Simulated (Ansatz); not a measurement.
# AgH (SMILES [AgH]): the energy, rung by rung

AgH: 2 atoms, total charge 0, spin state singlet. SMILES: `[AgH]`. The bond length is the measured one.

| atom | x (Å) | y (Å) | z (Å) |
| --- | --- | --- | --- |
| Ag | 0.0000 | 0.0000 | 0.0000 |
| H | 0.0000 | 0.0000 | 1.6181 |

Quantity: the energy change with the Ag1–H2 bond stretched from 1.618 to 2.023 Å, in eV. The values are calculated.

```
                       level                    kind  program  value (eV)  less FCI/STO-3G  CPU time (all runs)
      HF/STO-3G (restricted)            Hartree–Fock   Ansatz        1.61            +0.80               0.72 s
  revPBE/STO-3G (restricted)                     GGA   Ansatz        1.33            +0.52                4.2 s
  r2SCAN/STO-3G (restricted)                meta-GGA   Ansatz        1.45            +0.64                9.2 s
   BHLYP/STO-3G (restricted)           global hybrid   Ansatz        1.60            +0.79                3.3 s
 r2SCAN0/STO-3G (restricted)         hybrid meta-GGA   Ansatz        1.54            +0.73                8.8 s
   HSE06/STO-3G (restricted)  range-separated hybrid   Ansatz        1.49            +0.68                  4 s
  B2PLYP/STO-3G (restricted)           double hybrid   Ansatz        1.48            +0.67                6.3 s
 BCCD(T)/STO-3G (restricted)   coupled cluster or CI   Ansatz        0.81             0.00                1.1 s
CCSDT(Q)/STO-3G (restricted)   coupled cluster or CI   Ansatz        0.81             0.00                2.1 s
                  FCI/STO-3G      exact in the basis   Ansatz        0.81             0.00                4.5 s
```

FCI/STO-3G is exact within its basis and frozen core, so for wave-function methods in that basis the difference is their error; functionals converge differently with the basis, so for them it is only a difference. All-electron rows without a relativistic Hamiltonian named are non-relativistic. The first shape isn't each level's own minimum. The values span 0.81 to 1.61 eV. All rows use very small basis sets, so none should be taken for the real molecule's value. In so small a basis fixed costs decide the times, and correlated methods can beat functionals. CPU times are rough (shared hosts, several kinds of processor and program).
